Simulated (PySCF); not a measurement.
One of the candidates below gave these computed data.

All candidates are C6H10FN.

- Triplet: lowest triplet excitation (Tamm–Dancoff): 4.76 eV [TDA PBE0/def2-SVPD]
- Polarisability: 76.2 au [PBE0/def2-SVPD]
- UV, first state: lowest singlet excitation: 5.59 eV (222 nm, f = 0.001) [TDDFT PBE0/def2-SVPD]
- UV, strongest line: among the 8 lowest singlet transitions: S5 at 7.64 eV (162 nm, f = 0.156) [TDDFT PBE0/def2-SVPD]
- Dipole: 2.15 D [PBE0/def2-SVPD]
- Rotational structure: rotational constants A, B, C: 5.065, 1.202, 1.056 GHz [GFN2-xTB]

Electronic properties: PySCF, gas phase, density fitting. Levels stand in brackets. Geometry: GFN2-xTB, one conformer, isolated molecule.

**Question.** Which candidate is it?
A. `CC[C@@H](C)[C@@H](F)C#N`
B. `C/N=C\[C@H](C)/C=C\F`
C. `[H]/N=C1\CCCC[C@@H]1F`
D. `CCC1=NC[C@H](F)C1`
E. `C/C=N/C=C(/F)CC`

**Answer.** D. It is `CCC1=NC[C@H](F)C1`. Numbering: `[CH3:1][CH2:2][C:3]1=[N:4][CH2:5][C@H:6]([F:7])[CH2:8]1`. Its formula, C6H10FN, gives 2 degrees of unsaturation: 1 ring and 1 π bond in the structure found. The optimised geometry has point group C1 and is an asymmetric top.

The others, at the same levels:
- `CC[C@@H](C)[C@@H](F)C#N` fails: its computed lowest singlet excitation is 7.22 eV (172 nm, f = 0.001) (against 5.59 eV), lowest triplet excitation (Tamm–Dancoff) is 6.25 eV (against 4.76 eV) and rotational constant A is 2.317 GHz (against 5.065 GHz).
- `C/N=C\[C@H](C)/C=C\F` fails: its computed lowest singlet excitation is 4.51 eV (275 nm, f = 0.007) (against 5.59 eV), lowest triplet excitation (Tamm–Dancoff) is 3.72 eV (against 4.76 eV) and strongest line among the 8 lowest singlet transitions is S4 at 6.40 eV (194 nm, f = 0.147) (against S5 at 7.64 eV).
- `[H]/N=C1\CCCC[C@@H]1F` fails: its computed lowest singlet excitation is 5.15 eV (241 nm, f = 0.001) (against 5.59 eV), lowest triplet excitation (Tamm–Dancoff) is 4.34 eV (against 4.76 eV) and strongest line among the 8 lowest singlet transitions is S4 at 7.41 eV (167 nm, f = 0.062) (against S5 at 7.64 eV).
- `C/C=N/C=C(/F)CC` fails: its computed lowest singlet excitation is 4.86 eV (255 nm, f = 0.000) (against 5.59 eV), lowest triplet excitation (Tamm–Dancoff) is 3.23 eV (against 4.76 eV) and static isotropic polarisability is 91.2 au (against 76.2 au).

Each candidate is one conformer, not necessarily the lowest. The conformers computed, where there is a choice (atom-mapped SMILES and torsion angles):
- `[CH3:1][CH2:2][C@@H:3]([CH3:4])[C@@H:5]([F:6])[C:7]#[N:8]`: C1–C2–C3–C4 176°, C2–C3–C5–F6 177°
- `[CH3:1]/[N:2]=[CH:3]\[C@H:4]([CH3:5])/[CH:6]=[CH:7]\[F:8]`: N2–C3–C4–C5 -140°, C3–C4–C6–C7 -108°
- `[CH3:1]/[CH:2]=[N:3]/[CH:4]=[C:5](/[F:6])[CH2:7][CH3:8]`: C2–N3–C4–C5 180°, C4–C5–C7–C8 114°

The conformers of `CCC1=NC[C@H](F)C1` and `[H]/N=C1\CCCC[C@@H]1F` aren't listed.
